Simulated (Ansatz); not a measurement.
Geometry optimisation of InH2(CH2SiH3) (CH7InSi).

```yaml
crystal:
  periodic: [false, false, false]
  atoms:
    - {symbol: In, position_ang: [0.909810, 1.528790, -0.662340]}
    - {symbol: H, position_ang: [2.651100, 1.677540, -0.609640]}
    - {symbol: H, position_ang: [0.160540, 3.107670, -0.683340]}
    - {symbol: C, position_ang: [-0.190280, -0.397590, -0.746630]}
    - {symbol: Si, position_ang: [-0.635090, -1.020460, 0.988910]}
    - {symbol: H, position_ang: [-1.089540, -0.235690, -1.343670]}
    - {symbol: H, position_ang: [0.443670, -1.117080, -1.267450]}
    - {symbol: H, position_ang: [0.597860, -1.221630, 1.769440]}
    - {symbol: H, position_ang: [-1.486800, -0.026500, 1.664360]}
    - {symbol: H, position_ang: [-1.361290, -2.295040, 0.890360]}
basis:
  gaussian: {orbitals: def2-SVP}
hamiltonian: {xc: {name: B3LYP}, dispersion: d4}
scf: {omitted_lower_state_checks: [starts]}
output: {orbitals: {seedname: orbitals}}
relax: {f_tol: 0.02, max_steps: 100}
```

```sh
$ ansatz run in.yaml --threads 4 --pin off --events-out ev --progress --plain --max-ram 3916MiB
```

It prints (some lines left out):

```
Functional definition: B3LYP
mean field -14200.71772815 eV, -521.8667509175 hartree, gradient 2.1e-5 eV, S^2 0.000000; 0 other end points of the search recorded, 0 dependent functions left out
relax step   1: F+E_penalty+E_count = -14201.03437019 eV  Δ(F+E_penalty+E_count) = +0.000e0 eV  max|allowed force component| = 9.209e-1 eV/Å  Δτ_max = 0.0000 Å  (23 SCF iters, accepted)
mean field -14200.77341428 eV, -521.8687973449 hartree, gradient 6.6e-5 eV, S^2 0.000000; 0 other end points of the search recorded, 0 dependent functions left out
relax step   2: F+E_penalty+E_count = -14201.09067586 eV  Δ(F+E_penalty+E_count) = -5.631e-2 eV  max|allowed force component| = 2.860e-1 eV/Å  Δτ_max = 0.1946 Å  (23 SCF iters, accepted)
mean field -14200.79203989 eV, -521.8694818235 hartree, gradient 2.7e-5 eV, S^2 0.000000; 0 other end points of the search recorded, 0 dependent functions left out
relax step   3: F+E_penalty+E_count = -14201.10980737 eV  Δ(F+E_penalty+E_count) = -1.913e-2 eV  max|allowed force component| = 1.547e-1 eV/Å  Δτ_max = 0.0522 Å  (24 SCF iters, accepted)
mean field -14200.79304013 eV, -521.8695185816 hartree, gradient 1.6e-5 eV, S^2 0.000000; 0 other end points of the search recorded, 0 dependent functions left out
relax step   4: F+E_penalty+E_count = -14201.11076242 eV  Δ(F+E_penalty+E_count) = -9.550e-4 eV  max|allowed force component| = 5.777e-2 eV/Å  Δτ_max = 0.0097 Å  (22 SCF iters, accepted)
mean field -14200.79319828 eV, -521.8695243935 hartree, gradient 1.7e-5 eV, S^2 0.000000; 0 other end points of the search recorded, 0 dependent functions left out
relax step   5: F+E_penalty+E_count = -14201.11092107 eV  Δ(F+E_penalty+E_count) = -1.587e-4 eV  max|allowed force component| = 5.831e-3 eV/Å  Δτ_max = 0.0042 Å  (21 SCF iters, accepted)
mean field -14200.79319828 eV, -521.8695243935 hartree, gradient 1.7e-5 eV, S^2 0.000000; 0 other end points of the search recorded, 0 dependent functions left out
Total energy: -14201.11122766 eV, -521.8812117578 hartree
Atom 0 at     0.931253     1.562495    -0.678973 Å, force    -0.000217    -0.001845     0.000891 eV/Å
Atom 1 at     2.670303     1.543448    -0.613723 Å, force     0.004925    -0.000312    -0.002430 eV/Å
Atom 2 at     0.035053     3.054326    -0.694448 Å, force    -0.002627     0.003708    -0.003278 eV/Å
Atom 3 at    -0.158359    -0.340328    -0.736511 Å, force    -0.000211     0.001937     0.005038 eV/Å
Atom 4 at    -0.624210    -1.004481     0.956707 Å, force    -0.001218    -0.001796     0.005831 eV/Å
Atom 5 at    -1.073909    -0.185679    -1.331605 Å, force     0.002947    -0.002098    -0.000480 eV/Å
Atom 6 at     0.475917    -1.077458    -1.256520 Å, force    -0.002715     0.002799    -0.000879 eV/Å
Atom 7 at     0.599912    -1.224211     1.788062 Å, force    -0.004131    -0.000361    -0.000950 eV/Å
Atom 8 at    -1.491607    -0.025427     1.682452 Å, force     0.001984    -0.003725    -0.000568 eV/Å
Atom 9 at    -1.364373    -2.302677     0.884560 Å, force     0.001263     0.001691    -0.003176 eV/Å
Dipole moment:     0.004309    -0.008861    -0.200901 e Å
Checks for a lower state left out: starts
```

Run time 9 s (4 threads of Arm Neoverse V1 on a shared host).

In the def2 sets In takes a core potential; there is no spin–orbit coupling.
